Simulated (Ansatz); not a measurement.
Ansatz (a first-principles code) job for C3H4BNO2, SMILES C1(CB(O)C=N1)=O, PBE-D3(BJ)/def2-SVP. 

Ansatz 0.2 input:
```yaml
crystal:
  periodic: [false, false, false]
  atoms:
    - {symbol: O, position_ang: [0.42756961, -2.39065946, -0.00000000]}
    - {symbol: C, position_ang: [0.14597452, -1.22801009, -0.00000000]}
    - {symbol: C, position_ang: [1.11849410, -0.05329588, 0.00000000]}
    - {symbol: B, position_ang: [0.14434042, 1.17138265, 0.00000000]}
    - {symbol: O, position_ang: [0.46418435, 2.47494697, -0.00000000]}
    - {symbol: C, position_ang: [-1.29505358, 0.48824496, 0.00000000]}
    - {symbol: N, position_ang: [-1.23497012, -0.79509295, 0.00000000]}
    - {symbol: H, position_ang: [1.78091705, -0.11475442, 0.87878230]}
    - {symbol: H, position_ang: [1.78091705, -0.11475442, -0.87878230]}
    - {symbol: H, position_ang: [-0.29553791, 3.06767395, -0.00000000]}
    - {symbol: H, position_ang: [-2.29372940, 0.95463822, -0.00000000]}
basis:
  gaussian:
    orbitals: def2-SVP
hamiltonian:
  xc: pbe
  dispersion: d3bj
relax: {f_tol: 0.002, max_steps: 200}
```

Log of the run:

```
WARN ansatz: RAYON_NUM_THREADS=1 ignored (pool sized by the plan → 1); use --threads N
Functional definition: PBE
integrals: 0.06 GiB planned
1318 factors; their error is unknown
mean field: 0.36 GiB planned
mean field evaluation 1: about -9407.7693 eV, gradient 7.5e1 eV
mean field evaluation 2: about -9387.4730 eV, gradient 1.2e2 eV
mean field evaluation 4: about -9419.2085 eV, gradient 8.7e0 eV
mean field evaluation 8: about -9419.3608 eV, gradient 2.2e-1 eV
mean field evaluation 16: about -9419.2978 eV, gradient 3.1e-3 eV
mean field -9419.29777123 eV, -346.1528084635 hartree, gradient 1.1e-5 eV, S^2 0.000000; 0 other end points of the search recorded, 0 dependent functions left out
the calculation of the forces begins
reference -9419.29780213 eV, -346.1528095989 hartree; 25, 25 occupied and 93, 93 virtual orbitals, 1318 factors
relax step   1: F+E_penalty+E_count = -9419.54767518 eV  Δ(F+E_penalty+E_count) = +0.000e0 eV  max|allowed force component| = 1.288e0 eV/Å  Δτ_max = 0.0000 Å  (35 SCF iters, accepted)
these checks for a lower state are left out or cut short: starts, cluster_reference, orbital_swaps, neighbouring_geometries, increment
integrals: 0.06 GiB planned
1318 factors; their error is unknown
mean field: 0.36 GiB planned
mean field -9419.32962618 eV, -346.1539791113 hartree, gradient 1.3e-5 eV, S^2 0.000000; 0 other end points of the search recorded, 0 dependent functions left out
the calculation of the forces begins
reference -9419.32965720 eV, -346.1539802510 hartree; 25, 25 occupied and 93, 93 virtual orbitals, 1318 factors
relax step   2: F+E_penalty+E_count = -9419.57860566 eV  Δ(F+E_penalty+E_count) = -3.093e-2 eV  max|allowed force component| = 2.278e-1 eV/Å  Δτ_max = 0.0212 Å  (35 SCF iters, accepted)
these checks for a lower state are left out or cut short: starts, cluster_reference, orbital_swaps, neighbouring_geometries, increment
integrals: 0.06 GiB planned
1318 factors; their error is unknown
mean field: 0.36 GiB planned
mean field evaluation 32: about -9419.3955 eV, gradient 6.8e-1 eV
mean field -9419.33293197 eV, -346.1541005969 hartree, gradient 1.3e-5 eV, S^2 0.000000; 0 other end points of the search recorded, 0 dependent functions left out
the calculation of the forces begins
reference -9419.33296306 eV, -346.1541017392 hartree; 25, 25 occupied and 93, 93 virtual orbitals, 1318 factors
relax step   3: F+E_penalty+E_count = -9419.58154783 eV  Δ(F+E_penalty+E_count) = -2.942e-3 eV  max|allowed force component| = 6.625e-2 eV/Å  Δτ_max = 0.0070 Å  (36 SCF iters, accepted)
these checks for a lower state are left out or cut short: starts, cluster_reference, orbital_swaps, neighbouring_geometries, increment
integrals: 0.06 GiB planned
1318 factors; their error is unknown
mean field: 0.36 GiB planned
mean field -9419.33312607 eV, -346.1541077296 hartree, gradient 1.3e-5 eV, S^2 0.000000; 0 other end points of the search recorded, 0 dependent functions left out
the calculation of the forces begins
reference -9419.33315715 eV, -346.1541088720 hartree; 25, 25 occupied and 93, 93 virtual orbitals, 1318 factors
relax step   4: F+E_penalty+E_count = -9419.58174277 eV  Δ(F+E_penalty+E_count) = -1.949e-4 eV  max|allowed force component| = 2.978e-2 eV/Å  Δτ_max = 0.0022 Å  (36 SCF iters, accepted)
these checks for a lower state are left out or cut short: starts, cluster_reference, orbital_swaps, neighbouring_geometries, increment
integrals: 0.06 GiB planned
1318 factors; their error is unknown
mean field: 0.36 GiB planned
mean field -9419.33316188 eV, -346.1541090456 hartree, gradient 1.3e-5 eV, S^2 0.000000; 0 other end points of the search recorded, 0 dependent functions left out
the calculation of the forces begins
reference -9419.33319296 eV, -346.1541101880 hartree; 25, 25 occupied and 93, 93 virtual orbitals, 1318 factors
relax step   5: F+E_penalty+E_count = -9419.58181988 eV  Δ(F+E_penalty+E_count) = -7.712e-5 eV  max|allowed force component| = 1.107e-2 eV/Å  Δτ_max = 0.0043 Å  (36 SCF iters, accepted)
these checks for a lower state are left out or cut short: starts, cluster_reference, orbital_swaps, neighbouring_geometries, increment
integrals: 0.06 GiB planned
1318 factors; their error is unknown
mean field: 0.36 GiB planned
mean field -9419.33315327 eV, -346.1541087295 hartree, gradient 1.3e-5 eV, S^2 0.000000; 0 other end points of the search recorded, 0 dependent functions left out
the calculation of the forces begins
reference -9419.33318436 eV, -346.1541098717 hartree; 25, 25 occupied and 93, 93 virtual orbitals, 1318 factors
relax step   6: F+E_penalty+E_count = -9419.58182757 eV  Δ(F+E_penalty+E_count) = -7.687e-6 eV  max|allowed force component| = 7.503e-3 eV/Å  Δτ_max = 0.0012 Å  (36 SCF iters, accepted)
these checks for a lower state are left out or cut short: starts, cluster_reference, orbital_swaps, neighbouring_geometries, increment
integrals: 0.06 GiB planned
1318 factors; their error is unknown
mean field: 0.36 GiB planned
mean field evaluation 64: about -9419.3964 eV, gradient 3.4e-1 eV
mean field -9419.33315283 eV, -346.1541087132 hartree, gradient 1.3e-5 eV, S^2 0.000000; 0 other end points of the search recorded, 0 dependent functions left out
the calculation of the forces begins
reference -9419.33318391 eV, -346.1541098555 hartree; 25, 25 occupied and 93, 93 virtual orbitals, 1318 factors
relax step   7: F+E_penalty+E_count = -9419.58182920 eV  Δ(F+E_penalty+E_count) = -1.629e-6 eV  max|allowed force component| = 9.392e-4 eV/Å  Δτ_max = 0.0005 Å  (36 SCF iters, accepted)
integrals: 0.06 GiB planned
1318 factors; their error is unknown
mean field: 0.36 GiB planned
mean field evaluation 96: about -9419.3332 eV, gradient 4.6e-4 eV
mean field -9419.33315283 eV, -346.1541087132 hartree, gradient 1.3e-5 eV, S^2 0.000000; 1 other end points of the search recorded, 0 dependent functions left out
the calculation of the forces begins
reference -9419.33318391 eV, -346.1541098555 hartree; 25, 25 occupied and 93, 93 virtual orbitals, 1318 factors
Total energy: -9419.58186028 eV, -346.1632485435 hartree
Atom 0 at     0.431378    -2.415287     0.000000 Å, force    -0.000071    -0.000259     0.000000 eV/Å
Atom 1 at     0.147284    -1.239354    -0.000000 Å, force     0.000008     0.000217     0.000000 eV/Å
Atom 2 at     1.124471    -0.052189    -0.000000 Å, force    -0.000295     0.000595     0.000000 eV/Å
Atom 3 at     0.143241     1.174851     0.000000 Å, force     0.000046    -0.000729    -0.000000 eV/Å
Atom 4 at     0.470657     2.489196     0.000000 Å, force    -0.000152     0.000042     0.000000 eV/Å
Atom 5 at    -1.301017     0.493539     0.000000 Å, force     0.000939    -0.000342     0.000000 eV/Å
Atom 6 at    -1.249871    -0.804944    -0.000000 Å, force    -0.000028     0.000140     0.000000 eV/Å
Atom 7 at     1.794957    -0.116072     0.883094 Å, force    -0.000045     0.000001     0.000052 eV/Å
Atom 8 at     1.794957    -0.116072    -0.883094 Å, force    -0.000045     0.000001    -0.000052 eV/Å
Atom 9 at    -0.306657     3.078877    -0.000000 Å, force     0.000017     0.000018    -0.000000 eV/Å
Atom 10 at    -2.306294     0.967773     0.000000 Å, force    -0.000373     0.000318    -0.000000 eV/Å
Dipole moment:    -0.069199     0.989841     0.000000 e Å
```

Self-consistency was reached.

Cost: around 28 core-seconds (rough).
